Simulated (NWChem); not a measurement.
System: Si2NH5O2; SMILES N[SiH]1O[SiH2]O1

```xyz
10

N      0.0368    -2.1363     0.6038
Si     0.1094    -0.7710    -0.3941
O      1.1882     0.4581     0.0851
Si    -0.0822     1.5687     0.1958
O     -1.1677     0.3464    -0.2366
H     -0.1025    -2.1109     1.6060
H      0.1333    -3.0741     0.2375
H      0.3217    -1.2536    -1.7785
H      0.0006     2.6767    -0.7927
H     -0.2946     2.1045     1.5680
```
Atoms are numbered in this order, from 1.

Results from NWChem. Structure relaxed at the PBE0/def2-SVP level. Level: B3LYP/def2-SVP with SMD (1 M gas to 1 M solution), gas-phase geometry. Reactions with the solvent are ignored.

Question: Predict the results for solvent toluene. Quantities: solvation free energy (kcal/mol); cavity-dispersion-structure term (kcal/mol); dipole in solution (D).

Answer: 
```json
{
 "solvation free energy (kcal/mol)": "-3.4",
 "cavity-dispersion-structure term (kcal/mol)": "-0.3",
 "dipole in solution (D)": "1.91"
}
```
